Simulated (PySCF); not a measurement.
# Dipole moment and polarisability of `FC(F)C=C1C=C1`

Compound: C5H4F2.
Geometry (GFN2-xTB, Å), atoms numbered from 1 in this order:
```
atom  x, y, z in Å
F1    -2.096   -1.696   -0.394
C2    -1.566   -0.446   -0.532
F3    -2.642    0.393   -0.543
C4    -0.632   -0.121    0.581
C5     0.628    0.190    0.367
C6     1.950    0.566    0.807
C7     1.763    0.421   -0.497
H8    -1.097   -0.394   -1.526
H9    -1.052   -0.156    1.574
H10    2.595    0.794    1.620
H11    2.156    0.452   -1.484
```

Level: PBE0/def2-SVPD (PySCF), static field, nuclei fixed, core orbitals frozen in the response. The polarisability tensor in these axes (au):

```
x   79.09  9.73  0.60
y    9.73 44.42  1.09
z    0.60  1.09 54.41
```

Q: What are the eigenvalues, a third of the trace, and Δα (Δα² = ½Σ(αi − αj)² over the three pairs)?

A: Principal values 41.81, 54.45 and 81.66 au; mean 59.31 au = 8.79 Å³ = 9.78 × 10⁻⁴⁰ C²·m²/J; Δα = 35.27 au (59 % of the mean).

Q: What is the dipole moment, and where does it point?

A: (4.90, 1.28, -0.01) D, 5.06 D in size, pointing from the negative to the positive side. Measured along this direction, the outermost atoms are F3 and F1 at the negative end and H10 at the positive end.

Q: Give the eigenvalues of the traceless quadrupole moment Θ = ½Σq(3rr − r²1), origin at the centre of nuclear charge.

A: -8.48, 2.47, 6.01 D·Å. The values depend on the origin, since the dipole doesn't vanish. The electronic extent ⟨r²⟩ about the same centre is 862 bohr², a root-mean-square distance of 2.15 Å for the 52 electrons.

Q: Directions of the eigenvectors, and the extent of the frame along each?

A: Largest value along (0.97, 0.25, 0.03), where the nuclei span 5.23 Å; middle along (-0.05, 0.06, 1.00), 3.17 Å; least along (-0.25, 0.97, -0.07), 2.16 Å. The response follows the extents in order.

Q: Rayleigh depolarisation ratio (linearly polarised light, static tensor)?

A: ρ = 3Δα²/(45ᾱ² + 4Δα²) = 3732.0/(158276 + 4976.0) = 0.0229.

The structure is a single GFN2-xTB conformer in the gas phase; no vibrational or solvent corrections.

These values come from a run that also computed excited states. On one thread of an x86-64 server, on a shared host, this took 16 s.
